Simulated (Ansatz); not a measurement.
Reaction (formal hydrolysis of the Si–O bond): `O[SiH]([SiH3])O[SiH3]` + H₂O → `O[SiH](O)[SiH3]` + `O[SiH3]`

Program: Ansatz. Geometries: PBE0-D4/def2-TZVP. ΔE: electronic, gas phase. CCSD(T)/CBS adds triple-zeta CCSD(T) − MP2 to the extrapolated MP2 energy (def2 sets, frozen cores). This one scheme is used for every species. DFT in def2-TZVPP. One conformer a species, not always the lowest.

| level | ΔE (kJ/mol) |
| --- | --- |
| LC-ωPBE | 10.8 |
| HF/cc-pV(T+d)Z | 13.5 |

Task: What does CCSD(T)/CBS give? (Estimate.)

Result: Ansatz gave: +19.8 kJ/mol. The listed levels differ from it by -9.0, -6.3 kJ/mol.

Largest T1 diagnostic among the species: 0.013.

Leaving LDA and LC-ωPBE aside and taking each functional with its dispersion term where it has one, the values, not all of them listed here, spread over 9.8 kJ/mol, from B2PLYP to BHLYP-D4. From PBE to PBE0 (25 % exact exchange), in def2-TZVPP and without D4, ΔE moves by +3.2 kJ/mol. The D4 term adds +9.6 kJ/mol with B3LYP and +5.7 kJ/mol with PBE0; it sums over pairs of atoms, weighted by their polarisabilities, and B3LYP, whose exchange is more repulsive, gets the larger term.

B3LYP here is the variant with VWN-RPA as its local correlation; programs differ in this.
